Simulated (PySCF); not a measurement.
Geometry:
```json
{"atom": "B1", "x (Å)": "1.097", "y (Å)": "-0.033", "z (Å)": "0.072"}
{"atom": "P2", "x (Å)": "-0.732", "y (Å)": "0.015", "z (Å)": "-0.060"}
{"atom": "F3", "x (Å)": "-1.420", "y (Å)": "-0.867", "z (Å)": "-1.163"}
{"atom": "F4", "x (Å)": "-1.407", "y (Å)": "1.399", "z (Å)": "-0.367"}
{"atom": "F5", "x (Å)": "-1.573", "y (Å)": "-0.424", "z (Å)": "1.191"}
{"atom": "H6", "x (Å)": "1.322", "y (Å)": "-1.204", "z (Å)": "0.312"}
{"atom": "H7", "x (Å)": "1.313", "y (Å)": "0.737", "z (Å)": "0.989"}
{"atom": "H8", "x (Å)": "1.452", "y (Å)": "0.357", "z (Å)": "-1.025"}
```

Geometry: PBE0-D3(BJ)/def2-SVP; GIAO shifts from PySCF, gas phase, non-relativistic, averaged over equivalent atoms.

At PBE0/aug-cc-pVDZ (146 basis functions, 7.5 s wall time on 1 thread of an Arm Neoverse V2, shared host):
```json
{"atoms": "B1", "δ (ppm)": "-50.3"}
{"atoms": "P2", "δ (ppm)": "107.7"}
{"atoms": "F3/F4/F5", "δ (ppm)": "-50.4"}
{"atoms": "H6/H7/H8", "δ (ppm)": "1.14"}
```

Scale: ¹¹B (110.17 ppm) vs BF3·OEt2; H3PO4 for ³¹P (372.04 ppm); ¹⁹F (194.15 ppm) against CFCl3; ¹H (31.39 ppm) vs TMS (reference shieldings calculated alike).

Predict the values at PBE0/cc-pVTZ on the same geometry.

Answers


```tsv
atoms	δ at PBE0/cc-pVTZ	change
B1	-55.3	-5.0
P2	112.3	+4.6
F3/F4/F5	-42.0	+8.4
H6/H7/H8	0.98	-0.16
```

Referencing at the same level of theory: ¹¹B (σ = 102.75 ppm) vs BF3·OEt2; ³¹P (σ = 319.75 ppm) against H3PO4; ¹⁹F (σ = 182.60 ppm) against CFCl3; ¹H (σ = 31.29 ppm) vs TMS.

The largest change is at F3/F4/F5 (fluorine bonded to P). Cost: 196 basis functions, 11 s wall time on 1 thread of an Arm Neoverse V2, shared host.

Unscaled 19F shifts against computed CFCl3 carry errors that often reach 10 to 50 ppm. Experimental scales use liquid or dissolved standards, which lie at an offset from isolated H3PO4.
